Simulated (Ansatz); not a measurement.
Consider the cleavage of the Si–Ga bond: `N[SiH2][Ga]([F])[SiH3]` + H₂Te → `N[SiH2][TeH]` + `[F][GaH][SiH3]`.

Computed with Ansatz on PBE0-D4/def2-TZVP structures; ΔE is electronic, products minus reactants. CCSD(T)/CBS adds triple-zeta CCSD(T) − MP2 to the extrapolated MP2 energy (def2 sets, frozen cores). DFT in def2-TZVPP. B3LYP here is the variant with VWN-RPA as its local correlation; programs differ in this. def2 core potentials past Kr. For Ga, Te outer-core shells are correlated without core-valence functions, which leaves a few kJ/mol of doubt a bond. Scalar relativity is left out up to krypton. One conformer a species, not always the lowest.

Question: Is it downhill or uphill in electronic energy at CCSD(T)/CBS, and by how much? (Estimate.)

Answer: The calculation gave: Downhill: ΔE = -58.7 kJ/mol.

Question: What do these levels give: PBE-D4, r2SCAN-D4, B3LYP-D4, ωB97X-V, B2PLYP, PBE, r2SCAN, HF/def2-TZVPP, SCS-MP2/def2-TZVPP, CCSD/def2-TZVPP, MP2/def2-QZVPP, HF/CBS(def2)? (An estimate is asked.)

Answer: The calculation gave: PBE-D4 -48.8, r2SCAN-D4 -56.2, B3LYP-D4 -51.4, ωB97X-V -56.4, B2PLYP -56.3, PBE -48.5, r2SCAN -56.6, HF/def2-TZVPP -63.5, SCS-MP2/def2-TZVPP -62.2, CCSD/def2-TZVPP -53.7, MP2/def2-QZVPP -69.5, HF/CBS(def2) -64.6 kJ/mol.

Largest T1 diagnostic among the species: 0.014.

From PBE to PBE0 (25 % exact exchange), in def2-TZVPP and without D4, ΔE moves by −5.6 kJ/mol.
